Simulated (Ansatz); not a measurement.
TaOBr, SMILES [Br][Ta]=[O] (connectivity only; charge and spin as stated), neutral, multiplicity 3.

Geometry: B3LYP-D3(BJ)/def2-TZVP. The multiplicity is an assumed one; other spin states were not compared. The def2 effective core potentials stand for the cores of Ta; spin–orbit coupling is left out.

Two levels are set side by side: PBE/def2-TZVPD (Ansatz, an electronic-structure program) and PBE0/def2-TZVPD (Ansatz). Energy differences of separate SCF runs at the same geometry; the states with an electron removed or added have multiplicity 2 and 4. Differences are taken from unrounded values.

| quantity | PBE |
|---|---|
| vertical ionisation energy (eV) | 7.81 |
| vertical electron affinity (eV) | 1.31 |

Question: These are the PBE values. What does PBE0 give? (Estimate from the structure and the level; the computed values follow.)

Answer: 
```json
[
 {"quantity": "vertical ionisation energy (eV)", "PBE0": "8.05", "PBE minus PBE0": "-0.24"},
 {"quantity": "vertical electron affinity (eV)", "PBE0": "1.41", "PBE minus PBE0": "-0.10"}
]
```
